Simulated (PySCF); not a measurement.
# Computed vibrations of [Pr(NH3)3]3+

[Pr(NH3)3]3+ (singlet in the valence; each metal's 4f electrons, 2 of them, lie in its core potential, out of spins and levels). PySCF 2.14.0, RKS BP86, Pr lcecp-1-SVP with ECP48, N def2-SVP, H def2-SVP; non-relativistic Hamiltonian with scalar-relativistic core potentials where named; density fitting; no spin-orbit coupling. Central differences of gradients.

```xyz
13

Pr    0.0000    0.0000    0.1972
N     2.4202   -0.0006   -0.5225
H     3.1007   -0.2627    0.2292
H     2.6742   -0.6544   -1.2990
H     2.7945    0.9162   -0.8603
N    -1.2096    2.0962   -0.5225
H    -1.3228    2.8166    0.2292
H    -0.7704    2.6431   -1.2990
H    -2.1907    1.9619   -0.8603
N    -1.2106   -2.0956   -0.5225
H    -1.7779   -2.5539    0.2292
H    -1.9038   -1.9887   -1.2990
H    -0.6037   -2.8782   -0.8603
```

Run from Python with OMP_NUM_THREADS=2. Where DIIS fails, smearing, a level shift and second-order steps follow.
It took 2.7 min on 2 threads of Arm Neoverse V1, on a shared host.

Problem. What are the harmonic wavenumbers and infrared intensities?

Solution. Modes are labelled in C3; negative numbers are unstable modes, those under 60 cm⁻¹ near the noise; a finer grid moves soft modes by up to 10 cm⁻¹.
```tsv
cm⁻¹	km/mol	symmetry
29	0.1	e
29	0.1	e
29	0.6	a
48	9.5	a
73	4.5	e
73	4.5	e
329	0.1	a
337	9.7	e
337	9.7	e
606	0.7	a
619	24.3	e
619	24.3	e
644	161.6	a
647	65.5	e
647	65.5	e
1359	138.7	e
1359	138.7	e
1363	19.8	a
1560	67.4	a
1562	45.3	e
1562	45.3	e
1564	27.4	e
1564	27.4	e
1565	61.4	a
3230	338.6	e
3230	338.6	e
3237	11.5	a
3295	23.4	e
3295	23.4	e
3296	374.9	a
3302	29.1	a
3304	189.7	e
3304	189.7	e
```

Problem. Is this a minimum?

Solution. Yes, within the noise of the softest modes. Ideal gas at 298.15 K and 1 bar: S = 445.1 J/(mol K), Cp = 130.4 J/(mol K), H − H(0 K) = 28.6 kJ/mol (rigid rotor, harmonic modes, spin degeneracy alone, that of the 4f electrons in the core included; the modes under 60 cm⁻¹ make these uncertain).

An lcecp potential fixes the number of 4f electrons, so in runs with it no electron can move into or out of that shell.
